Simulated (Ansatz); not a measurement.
Two isomers of C2H5ClOSi: A = `ClC1C[SiH2]O1`, B = `Cl[SiH]1CCO1`.

Computed with Ansatz on PBE0-D4/def2-TZVP structures; ΔE is electronic, products minus reactants. CCSD(T)/CBS adds triple-zeta CCSD(T) − MP2 to the extrapolated MP2 energy (def2 sets, frozen cores). Functionals use def2-TZVPP. B3LYP here is the variant with VWN-RPA as its local correlation; programs differ in this.

(1) Which isomer does CCSD(T)/CBS put lower? Give the gap. (Best estimate.)

(2) Give E(B) − E(A) in kcal/mol with CCSD(T)/def2-TZVPP, B3LYP, PBE-D4, CCSD/def2-TZVPP, MP2/def2-TZVPP, HF/def2-TZVPP, PBE0-D4. (An estimate is asked.)

Largest T1 diagnostic: 0.012.

Results:

(1) Computed: B, by 37.8 kcal/mol.

(2) The calculation gave: CCSD(T)/def2-TZVPP -37.3, B3LYP -37.3, PBE-D4 -35.9, CCSD/def2-TZVPP -38.0, MP2/def2-TZVPP -38.3, HF/def2-TZVPP -39.4, PBE0-D4 -37.3. None reverses the order clearly.

From PBE to PBE0 (25 % exact exchange), in def2-TZVPP and without D4, E(B) − E(A) moves by −1.4 kcal/mol. In def2-TZVPP, CCSD(T) changes the Hartree–Fock value by +2.1 kcal/mol (the triples alone add +0.6 kcal/mol) and MP2 by +1.1 kcal/mol.
